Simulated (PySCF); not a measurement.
Stepwise substitution at one centre (Al I-H). All species are isolated molecules in the gas phase. Strings in code marks are SMILES.

These are PBE-D3(BJ)/def2-TZVP // B3LYP-D3(BJ)/def2-TZVP (PySCF) values and carry that method's errors. Excitations are Tamm–Dancoff values on a coarser integration grid. The basis has no diffuse functions, so Rydberg states are missing or too high.

```json
[
 {"species": "0 of 3 I replaced by H", "dipole moment (D)": "0.00", "S1–T1 gap (TDA) (eV)": "0.24"},
 {"species": "1 of 3 I replaced by H (`[I][AlH][I]`)", "dipole moment (D)": "?", "S1–T1 gap (TDA) (eV)": "0.11"},
 {"species": "2 of 3 I replaced by H (`[AlH2][I]`)", "dipole moment (D)": "0.89", "S1–T1 gap (TDA) (eV)": "0.14"},
 {"species": "3 of 3 I replaced by H (`[AlH3]`)", "dipole moment (D)": "0.00", "S1–T1 gap (TDA) (eV)": "–"}
]
```

### Question
Fill in the missing entries.

### Answer

- 1 of 3 I replaced by H (`[I][AlH][I]`), dipole moment (D): 0.48
